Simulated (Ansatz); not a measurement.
Frontier orbitals of Br$_{3}$ClSi (`Cl[Si](Br)(Br)Br`).

Total charge 0; spin multiplicity 1. Correlated methods include outer-core shells of Br, which these sets cover unevenly. Scalar relativity is left out up to krypton. Geometry: relaxed with PBE0-D4/def2-TZVP. Basis def2-TZVPP, the Gaussian-basis code of Ansatz.

Orbital energies of one run (eV). Highest occupied ones, from the top: -10.88, -11.07, -11.07, -11.77, -11.77, -11.84, -12.47, -12.47, -14.22, -14.22, -14.51, -17.63, -24.90, -24.90. Empty: 0.53, 2.07, 2.07, 2.15, 4.48, 5.22.

Question: Which functional gave them?
A. ωB97M-V
B. r2SCAN
C. LC-ωPBE
D. PBE

Answer: A. HOMO energies: ωB97M-V -10.88, LC-ωPBE -11.41, r2SCAN -7.77, PBE -7.41 eV.

LC-ωPBE has ω = 0.4 bohr⁻¹.
